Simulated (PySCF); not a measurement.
**Where the electron goes**

Compound: [Au(NH3)2]+ (charge +1 and singlet state).
Cartesian coordinates in Å at the PBE0-D3(BJ)/def2-SVP level; atoms count from 1:
```xyz
9
AuH6N2 angstrom
Au     0.0001    0.0001    0.0000
N     -0.0067   -0.0137    2.0648
H     -0.4243    0.8366    2.4532
H      0.9390   -0.0823    2.4512
H     -0.5382   -0.8035    2.4415
N      0.0067    0.0138   -2.0648
H     -0.9414    0.0190   -2.4514
H      0.4801   -0.8070   -2.4527
H      0.4846    0.8371   -2.4418
```

Method used: TDDFT B3LYP/def2-SVPD, vertical, gas phase, core orbitals frozen in the response, def2 core potentials past Kr in PySCF 2.14.0, density-fitted response routines. Spin–orbit coupling is left out.

Kohn–Sham orbitals with the atoms that hold most of them (Löwdin shares over 4%, at most four atoms; ? is withheld):

| orbital | ε (eV) | atoms |
| --- | --- | --- |
| LUMO+2 | -4.03 | Au1 78%, N6 4%, N2 4% |
| LUMO+1 | -4.08 | Au1 32%, N2 10%, N6 10%, H4 8% |
| LUMO | ? | ? |
| HOMO | -12.22 | Au1 81%, N2 4%, N6 4% |
| HOMO-1 | -13.12 | Au1 99% |
| HOMO-2 | -13.12 | Au1 99% |
| HOMO-3 | -13.41 | Au1 90% |

Problem. Give the leading atoms of the LUMO.

Solution. Au1 (bonded to 2 N) 46%; N6 (bonded to Au and 3 H) 13%; N2 (bonded to Au and 3 H) 13%; H8 (bonded to N) 5%. By element: gold 46%, nitrogen 25%, hydrogen 5% or more.

Problem. What is the LUMO energy, and the HOMO–LUMO gap?

Solution. ε(LUMO) = -5.14 eV; the gap is 7.08 eV (0.2603 hartree).

Within 0.005 eV of a neighbour in this list lie HOMO-2/HOMO-1.

Problem. The HOMO–LUMO gap is 7.08 eV. Where does the response calculation put the lowest singlet, and from which orbitals?

Solution. S1 is at 6.14 eV (f = 0.0000), 0.94 eV below the gap, made of HOMO→LUMO (99%). 

Problem. One configuration dominates each of S1 and S6. Which, and how do the shares of the two leading atoms of either orbital change from the occupied to the empty one?

Solution. 
- S1 (6.14 eV, f 0.0000), HOMO→LUMO (99%): Au1 81% → 46%, N2 4% → 13%, N6 4% → 13%; the Löwdin share of gold is 81% in HOMO and 46% in LUMO
- S6 (7.21 eV, f 0.0066), HOMO→LUMO+1 (99%): Au1 81% → 32%, N2 4% → 10%; the Löwdin share of gold is 81% in HOMO and 32% in LUMO+1

Orbitals of the list HOMO-3 to LUMO+2 that lie within 0.01 eV of each other are written together with a slash and their weights summed (≥ marks a lower bound); for degenerate orbitals outside that list single weights are arbitrary.
